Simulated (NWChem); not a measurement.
CHF2NOSi; SMILES N#CO[SiH](F)F

```xyz
7

N      0.2331    -2.9529    -0.1244
C     -0.1109    -1.8652     0.0861
O     -0.5193    -0.6755     0.3366
Si    -0.0067     0.7796    -0.3298
F      1.4239     1.1278     0.2843
F     -1.0744     1.8366     0.1982
H      0.0440     0.7095    -1.7923
```
Atoms are numbered in this order, from 1.

Level: PBE0/def2-SVP (NWChem), optimised geometry, unscaled harmonic frequencies. 

| frequency (cm⁻¹) | IR intensity (km/mol) |
|---|---|
| 28 | 3.4 |
| 98 | 6.2 |
| 263 | 7.5 |
| 281 | 16.6 |
| 378 | 51.1 |
| 509 | 7.1 |
| 518 | 8.4 |
| 723 | 97.8 |
| 814 | 75.5 |
| 830 | 43.7 |
| 929 | 247.7 |
| 1029 | 216.4 |
| 1252 | 278.1 |
| 2397 | 50.3 |
| 2452 | 258.1 |

```yaml
zero_point_energy: 17.9 kcal/mol
thermal correction to the enthalpy at 298.15 K (with zero-point energy): 22.5 kcal/mol
heat capacity Cv: 20.3 cal/(mol K)
entropy at 298.15 K and 1 atm (symmetry number 1): 83.1 cal/(mol K)
dipole_moment: 3.38 D
```

Rigid rotor and harmonic oscillator; modes under 100 cm⁻¹ make the entropy uncertain.
